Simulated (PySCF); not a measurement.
The third ionisation energy along group 15

Calculated with PySCF 2.14 from differences of total energies of unrestricted determinants, without spin-orbit coupling. Values in eV. The last column holds reference values (NIST; (s) semi-empirical, (t) theoretical, else measured). Unmarked ones compare directly (S terms, centres of terms, or small fine structure); those marked * lie between the lowest fine-structure levels and include a spin-orbit shift.

| element | configurations | CCSD(T) (valence) | CCSDT (valence) | CCSD (valence and next inner shell) | CCSD(T) (valence and next inner shell) | LDA | PBE | reference |
| --- | --- | --- | --- | --- | --- | --- | --- | --- |
| N (def2-TZVPPD, non-relativistic) | [He] 2s2 2p1 → [He] 2s2 | 47.241 | 47.248 | 47.242 | 47.267 | 47.860 | 48.023 | 47.445 (s) * |
| P (def2-TZVPPD, non-relativistic) | [Ne] 3s2 3p1 → [Ne] 3s2 | 30.043 | 30.054 | 30.025 | 30.049 | 30.232 | 30.273 | 30.203 * |
| As (def2-TZVPPD, non-relativistic) | [Ar] 3d10 4s2 4p1 → [Ar] 3d10 4s2 | 27.782 | 27.789 | 27.849 | 27.876 | 28.212 | 28.054 | 28.349 ± 0.012 * |
| Sb (def2-TZVPPD with the def2 core potential (28 electrons), ECP) | [Kr] 4d10 5s2 5p1 → [Kr] 4d10 5s2 | 24.443 | 24.449 | 24.576 | 24.593 | 24.932 | 24.712 | 25.323 * |
| Bi (def2-TZVPPD with the def2 core potential (60 electrons), ECP) | [Xe] 4f14 5d10 6s2 6p1 → [Xe] 4f14 5d10 6s2 | 23.297 | 23.300 | 23.427 | 23.444 | 23.884 | 23.639 | 25.571 * |

"Valence" correlates the outer s and p shells and, in groups 3 to 12 and the f block, the outer d or f shell, open or full, or the next shell where the ion has no valence electron left; the wider scheme adds the next inner shell.
